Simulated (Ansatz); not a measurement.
Energy needed to pull apart CH$_{2}$NSb (SMILES N#[C][SbH2]), closed shell, into free ground-state atoms, from the structure below (displaced at random from a GFN2-xTB minimum); no zero-point or spin–orbit terms; open-shell atoms are treated unrestricted, in their ground-state multiplicity.

N1  (1.213, -1.032, 1.466)
C2  (0.644, -0.609, 0.477)
Sb3  (-0.208, 0.221, -1.253)
H4  (-1.756, -0.129, -0.355)
H5  (-0.292, 1.614, -0.345)
(Å)

Computed with Ansatz 0.2.0 (basis: def2-TZVPP); correlated methods freeze the cores. Filled d shells of the heavier atoms are correlated. Core potentials replace the inner electrons of the atoms past krypton. The def2 sets are not built for correlating such inner shells, so the correlated values are less sure here.

| method | atomization energy (kcal/mol) |
| --- | --- |
| PBE-D4 | 408.1 |
| r2SCAN-D4 | 383.9 |
| PBE0-D4 | ? |
| HSE06-D4 | 385.6 |
| CAM-B3LYP-D4 | 389.2 |
| wB97M-V | 387.8 |
| HF | ? |
| MP2 | 382.2 |
| CCSD | 361.8 |
| CCSD(T) | 375.3 |

Task: What does PBE0-D4 give? (To be estimated.)

Result: By the calculation: 385.6 kcal/mol, which is about 10.2 kcal/mol more than CCSD(T)/def2-TZVPP.

Task: What does HF give? (To be estimated.)

Result: Computed: 219.6 kcal/mol, which is about 155.8 kcal/mol less than CCSD(T)/def2-TZVPP.

In triple zeta the MP2 and coupled-cluster atomization energies are still short of their basis limit by a few kcal/mol a bond, whereas those of the functionals are nearly converged, so these differences are not deviations from converged CCSD(T).

No T1 diagnostic of these runs exceeds 0.017. The restricted Hartree–Fock reference is unstable towards an unrestricted one here.

For scale, one of the runs: CCSD(T)/def2-TZVPP forces, 140 basis functions (an equivalent command: `ansatz run in.yaml --threads 4`). Time: 96 s of wall clock on 4 CPU threads; the host was shared. Peak host memory: 1.6 GiB.
